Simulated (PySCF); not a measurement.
C6H14AlNO2.
SMILES: `C[N+]1(C)[AlH2-][CH2]C[C@@H]1OC=O`

The closed-shell ground state was solved at several levels (PySCF, density fitting, gas phase, non-relativistic). One conformer (not necessarily the lowest) at the PBE0-D3(BJ)/def2-SVP geometry, without solvent, vibrations or thermal averaging.

| level | basis functions | HOMO (eV) | LUMO (eV) | gap (eV) | dipole (D) |
| --- | --- | --- | --- | --- | --- |
| CAM-B3LYP/def2-SVPD | 322 | -8.42 | 0.56 | 8.98 | 4.18 |
| PBE0/pcSseg-1 | 247 | -7.08 | -0.41 | 6.67 | 4.23 |

Question: What might HF/pcSseg-1 (247 basis functions) give for the same quantities?

Answer: HOMO -10.05 eV, LUMO 3.31 eV, gap 13.36 eV, dipole 4.58 D.

Question: Over all these levels, which gives the widest orbital gap and which the narrowest?

Answer: HF/pcSseg-1 (Hartree–Fock, all exact exchange) has the widest, 13.36 eV, and PBE0/pcSseg-1 (global hybrid, 25 % exact exchange) the narrowest, 6.67 eV. The two share the basis. From the narrowest to the widest the HOMO moves by -2.97 eV and the LUMO by +3.72 eV. The HOMO need not be the same orbital at Hartree–Fock and at DFT levels.

Question: How far do the dipole and the HOMO energy spread over the levels?

Answer: The dipole runs from 4.18 to 4.58 D (mean 4.33 D) and the HOMO from -10.05 to -7.08 eV.
